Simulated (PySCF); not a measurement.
Al₂BrCl₂H₃.
Cartesian coordinates in Å at the PBE0-D3(BJ)/def2-SVP level; atoms count from 1:
```
atom  x, y, z in Å
Br1    3.2384    0.7106    0.2587
Al2    1.4522   -0.5967   -0.1418
Cl3   -0.0559   -0.3799    1.5788
Al4   -1.6209    0.5019    0.1013
Cl5    0.0070    0.4932   -1.5569
H6     1.5847   -2.1003   -0.5607
H7    -1.9051    1.9954    0.5092
H8    -2.6464   -0.6442   -0.2410
```

Method used: EOM-IP-CCSD/aug-cc-pVDZ in PySCF, restricted Hartree–Fock reference, 29 core orbitals frozen, non-relativistic, gas phase, PBE0-D3(BJ)/def2-SVP geometry.

Hartree–Fock orbital energies give these Koopmans values (eV): HOMO 11.49, HOMO-1 11.62, HOMO-2 11.91, HOMO-3 12.67, HOMO-4 13.23, HOMO-5 13.86, HOMO-6 14.00, HOMO-7 14.20.

Task: What vertical ionisation energies does EOM-IP-CCSD give?

Result: 
| leading hole (HF orbital) | Koopmans (eV) | EOM-IP-CCSD (eV) | change (eV) | one-hole share |
| --- | --- | --- | --- | --- |
| HOMO | 11.49 | 10.85 | -0.64 | 0.96 |
| HOMO-1 | 11.62 | 11.00 | -0.62 | 0.96 |
| HOMO-2 | 11.91 | 11.22 | -0.69 | 0.95 |
| HOMO-3 | 12.67 | 11.98 | -0.69 | 0.94 |
| HOMO-4 | 13.23 | 12.43 | -0.80 | 0.94 |
| HOMO-5 | 13.86 | 12.77 | -1.09 | 0.95 |
| HOMO-6 | 14.00 | 12.96 | -1.04 | 0.95 |
| HOMO-7 | 14.20 | 13.39 | -0.81 | 0.94 |

Task: Does the order of the lines follow the orbital energies?

Result: Yes, no two lines change places. The corrections run from -1.09 to -0.62 eV, with a mean of -0.80 eV over the 8 lines; no line lies above its Koopmans value. Koopmans values leave out both the relaxation of the orbitals and the change in correlation energy.

Task: At what kinetic energies would He II light (40.81 eV) eject these electrons?

Result: 29.96 eV (HOMO), 29.81 eV (HOMO-1), 29.59 eV (HOMO-2), 28.83 eV (HOMO-3), 28.38 eV (HOMO-4), 28.04 eV (HOMO-5), 27.85 eV (HOMO-6), 27.42 eV (HOMO-7).

Lines less than 0.15 eV apart could change places at a higher level. One root was sought for each valence orbital with −ε under 21 eV, eight at most, so deeper holes and satellites are missing; no vibrational structure.

One conformer stands for the species.
